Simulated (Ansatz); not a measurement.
**Reading a saddle point**

A first-order saddle point of SiH$_{4}$BrF, closed shell, PBE0-D4/def2-TZVP, with one imaginary mode of 361i cm⁻¹:

Si1  (-0.602, -0.198, 0.069)
F2  (1.167, -0.279, 0.853)
H3  (-0.562, -1.286, -0.921)
H4  (-0.998, -0.737, 1.396)
H5  (-1.593, 0.868, -0.192)
H6  (1.576, 0.333, 0.122)
Br7  (1.012, 1.298, -1.327)
(Å)

Computed with Ansatz 0.2.0 (basis: def2-TZVPP and def2-QZVPP); correlated methods freeze the cores. Filled d shells of the heavier atoms are correlated. The def2 sets are not built for correlating such inner shells, so the correlated values are less sure here. Extrapolation: Hartree–Fock as exp(−7.88 √X), correlation as X^−2.97.

(1) Which contacts change along the imaginary mode, and what lies on either side? (A judgement: the text doesn't fix the answer.)

(2) Which side is lower, and how far does the saddle lie above each? (An estimate is asked for; the value comes from the calculation.)

The T1 diagnostic stays at or below 0.010.

## Answers

(1) By the calculation: The step is SiH₃F ([F][SiH3]) + HBr → SiH₃Br ([SiH3][Br]) + HF, with the molecules in contact on both sides. Shortening one way: Si1–Br7, F2–H6; lengthening the same way: Si1–F2, H6–Br7.
| pair | one side (Å) | saddle (Å) | other side (Å) |
| --- | --- | --- | --- |
| Si1–Br7 | 4.59 | 2.61 | 2.24 |
| F2–H6 | 2.09 | 1.04 | 0.93 |
| Si1–F2 | 1.61 | 1.94 | 3.49 |
| H6–Br7 | 1.42 | 1.83 | 2.40 |

(2) By the calculation: The side with Si1–F2, H6–Br7 short is lower by 7.07 kcal/mol; the saddle lies 37.14 kcal/mol above it and 30.07 kcal/mol above the other (CCSD(T) at an estimated basis limit (MP2 extrapolated from triple and quadruple zeta, plus CCSD(T) − MP2 in triple zeta); electronic energies).

Labels in which every atom is bracketed show which atoms are joined, not bond orders.

For scale, one of the runs: CCSD(T)/def2-TZVPP, 177 basis functions, launched by `ansatz run in.yaml --threads 4 --pin off --events-out ev --progress --plain --max-ram 9574MiB`. Hardware: 4 CPU threads of an Intel Xeon, shared host. Wall time 47 s; peak host memory 1.6 GiB.
